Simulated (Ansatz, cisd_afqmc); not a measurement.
Species: GaF2, charge 1, singlet. GaF2+ (SMILES [Ga+]([F])[F]).
B3LYP-D3(BJ)/def2-TZVP minimum from Ansatz (a program for electronic structure):
```xyz
3

Ga     0.0000     0.0000     0.0000
F      0.0000     0.0000     1.6703
F      0.0000     0.0000    -1.6703
```
Charge +1, spin multiplicity 1.

Total energies in cc-pVDZ, 16 correlated electrons, 16 frozen orbitals. UHF or UKS for unpaired electrons; spin-orbit terms are left out. Cores are frozen in correlated methods (noble-gas shells, and filled d and f shells in the p block). No relativity. AFQMC is phaseless with a CISD trial state; ± is one standard error, without the phaseless bias. Outlying blocks are dropped, and bars are widened where a walk drifts. Over all cases where full CI ran beside it in this data, AFQMC minus full CI had a median of +0.1 mEh and passed +0.4 mEh in a tenth of the cases. The spin of F2Ga+ ([F][Ga+][F], singlet) was assumed, and the state is the lowest solution found for it.

```tsv
method	program	energy (Eh)	minus CCSDTQ (mEh)
HF	Ansatz	-2121.82518	443.93
MP2	Ansatz	-2122.26055	8.56
CCSD	Ansatz	-2122.25841	10.71
CCSD(T)	Ansatz	-2122.26741	1.71
CCSDT(Q)	Ansatz	-2122.26931	-0.20
CCSDTQ	Ansatz	-2122.26911	0.00
AFQMC/CISD	cisd_afqmc	-2122.2691 ± 0.0004	0.0 ± 0.4
```

Rough core times of Ansatz's runs on a shared machine: CCSD(T) under 20 s, CCSDT(Q) 40 s, CCSDTQ 30 min.
